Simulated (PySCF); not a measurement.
Molecular orbitals of HI⁺

r²SCANh at R = 1.639 Å; basis H x2c-SVPall, I x2c-SVPall; spin-free X2C with a Gaussian nucleus; PySCF 2.14. State: ²Π (doublet), unpaired electrons π ↑. Only the outer orbitals are listed, counted within each symmetry.

| spin | orbital | occ. | ε (eV) | on H (%) | main shells (%) |
| --- | --- | --- | --- | --- | --- |
| α | 10σ | 1 | -28.30 | 6 | 93 I s |
| α | 11σ | 1 | -19.04 | 30 | 63 I p, 30 H s |
| α | 6π | 1 | -16.97 | 0 | 100 I p |
| α | 6π | 1 | -15.58 | 0 | 100 I p |
| α | 12σ | 0 | -8.34 | 55 | 55 H s, 33 I p, 12 I d |
| α | 13σ | 0 | -1.08 | 7 | 73 I s, 20 I d |
| α | 7π | 0 | -0.01 | 2 | 98 I d |
| β | 10σ | 1 | -27.14 | 8 | 91 I s |
| β | 11σ | 1 | -18.77 | 32 | 60 I p, 32 H s |
| β | 6π | 1 | -15.17 | 0 | 100 I p |
| β | 6π | 0 | -13.68 | 0 | 100 I p |
| β | 12σ | 0 | -8.11 | 52 | 52 H s, 36 I p, 11 I d |
| β | 13σ | 0 | -0.48 | 8 | 73 I s, 18 I d |

Question: Which are the highest filled and the lowest empty level, where do they sit, and how wide is the gap?

Answer: Highest filled β 6π at -15.17 eV (in %: 100 I p); lowest empty β 6π at -13.68 eV (in %: 100 I p); the gap at r²SCANh is 1.49 eV. Both belong to one degenerate shell, split only by its one-sided filling, so this is no excitation gap.

```json
{"bond order (Mayer)": "0.94", "⟨S²⟩": "0.754", "charge on H (Mulliken, basis-dependent)": "0.23", "charge on H (Löwdin, basis-dependent)": "0.09", "dipole moment (positive dipole points towards I; it is taken about the centre of mass and depends on that origin)": "-1.30 D"}
```

Spin–orbit coupling is left out. The state was picked by a PBE0 search and need not be the measured ground state.
